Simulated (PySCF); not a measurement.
Cl3Fe, SMILES [Fe-]([Cl])([Cl])[Cl] (connectivity only; charge and spin as stated), charge -1, multiplicity 5. Atoms are numbered in the order given.

```xyz
4

Fe     0.0000     0.0000     0.0000
Cl     2.2425     0.0000     0.0000
Cl    -1.1213     1.9421     0.0000
Cl    -1.1213    -1.9421     0.0000
```
Charge -1, spin multiplicity 5.

Coordinates come from a PBE-D3(BJ)/def2-SVPD optimisation. The multiplicity is an assumed one; other spin states were not compared.

Method: PySCF with PBE-D3(BJ)/def2-SVPD.

Frequencies are harmonic and unscaled.

Modes within 1.5 cm⁻¹ of each other (mostly degenerate sets) share a row, with their intensities summed.

List the normal modes with their intensities. (The exact figures need the calculation; the answer reports its results.)


```csv
mode,ν (cm⁻¹),IR (km/mol),moving atoms (share of kinetic energy)
1–2,90,4.3,"Cl 84 %, Fe 16 %"
3,108,7.9,"Fe 66 %, Cl 34 %"
4,278,0.0,Cl 100 %
5–6,354,199.0,"Cl 50 %, Fe 50 %"
```
